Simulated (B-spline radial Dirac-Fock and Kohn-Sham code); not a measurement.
Ionisation of each subshell: Ba⁸⁺

System: Ba⁸⁺ in the configuration [Kr] 4d10 5s2; nuclear rms radius 4.8378 fm (A = 138).

Input of the calculation (task.json; shells as n, l, electrons):

```json
{"items": [{
  "Z": 56,
  "q": 8,
  "cfg": [[1, 0, 2], [2, 0, 2], [2, 1, 6], [3, 0, 2], [3, 1, 6], [3, 2, 10], [4, 0, 2], [4, 1, 6], [4, 2, 10], [5, 0, 2]],
  "A": 138,
  "rrms": 4.8378,
  "do": ["binding"]
}]}
```

Command: `python xray_run.py task.json out`

Calculated with an atomic code on a B-spline grid, using relaxed Dirac-Fock hole states (ΔSCF) with Breit and QED corrections and a finite nucleus. Correlation energy is missing from these numbers. Energies are counted from the vacuum level.

All terms are in eV, carry their sign (relaxation lowers the binding energy) and add up to the binding energy; ⟨r⟩ is the mean radius of the orbital in the initial state.

| subshell | −ε (Koopmans) | relaxation | Breit | self-energy | vacuum polarisation | binding energy | ⟨r⟩ (bohr) |
| --- | --- | --- | --- | --- | --- | --- | --- |
| 1s | 37763.9 | -64.65 | -91.96 | -55.04 | 7.98 | 37560.2 | 0.026 |
| 2s | 6162.9 | -32.79 | -9.00 | -7.00 | 0.94 | 6115.0 | 0.109 |
| 2p1/2 | 5795.9 | -36.54 | -15.11 | 0.40 | -0.01 | 5744.7 | 0.092 |
| 2p3/2 | 5412.8 | -34.99 | -9.85 | -0.24 | -0.05 | 5367.7 | 0.098 |
| 3s | 1428.9 | -12.39 | -1.37 | -1.46 | 0.19 | 1413.8 | 0.290 |
| 3p1/2 | 1273.8 | -13.00 | -2.45 | 0.08 | -0.01 | 1258.4 | 0.281 |
| 3p3/2 | 1197.8 | -12.38 | -1.43 | -0.04 | -0.01 | 1184.0 | 0.292 |
| 3d3/2 | 929.6 | -14.11 | -0.84 | 0.14 | -0.01 | 914.8 | 0.263 |
| 3d5/2 | 913.7 | -13.86 | -0.43 | 0.10 | -0.01 | 899.5 | 0.267 |
| 4s | 381.6 | -2.81 | -0.25 | -0.31 | 0.04 | 378.3 | 0.671 |
| 4p1/2 | 322.5 | -2.71 | -0.45 | 0.03 | 0.00 | 319.3 | 0.695 |
| 4p3/2 | 306.4 | -2.50 | -0.23 | 0.00 | 0.00 | 303.7 | 0.720 |
| 4d3/2 | 208.3 | -2.21 | -0.08 | 0.04 | 0.00 | 206.0 | 0.781 |
| 4d5/2 | 205.5 | -2.13 | 0.00 | 0.03 | 0.00 | 203.4 | 0.790 |
| 5s | 128.7 | -0.22 | -0.06 | -0.07 | 0.01 | 128.4 | 1.486 |

For the deepest level, K (1s), the Breit terms make up -0.245 % of the binding energy, QED -0.125 % and orbital relaxation -0.172 %.

Spin-orbit splittings: 2p 377.0 eV, 3p 74.43 eV, 3d 15.34 eV, 4p 15.68 eV, 4d 2.65 eV.

Going to the tabulated ground configuration of the next ion removes an electron from O1 (5s), computed at 128.4 eV. NIST lists 130.5 ± 0.6 eV as the ionisation energy of this species (semi-empirical), +2.12 eV from the computed value.
